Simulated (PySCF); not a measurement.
(S)-bromo-chloro-fluoromethane (CHBrClF), SMILES F[C@@H](Cl)Br. Geometry: PBE0-D3(BJ)/def2-SVP.

Computed equilibrium geometry at PBE0-D3(BJ)/def2-SVP (PySCF confirms it by a frequency run) as Cartesian coordinates in Å:
```xyz
5

C     -0.5943    -0.4766    -0.3598
F     -0.8733    -1.5529     0.3722
Cl    -1.7783     0.7887    -0.0492
Br     1.2080     0.1187     0.0307
H     -0.6233    -0.7255    -1.4283
```
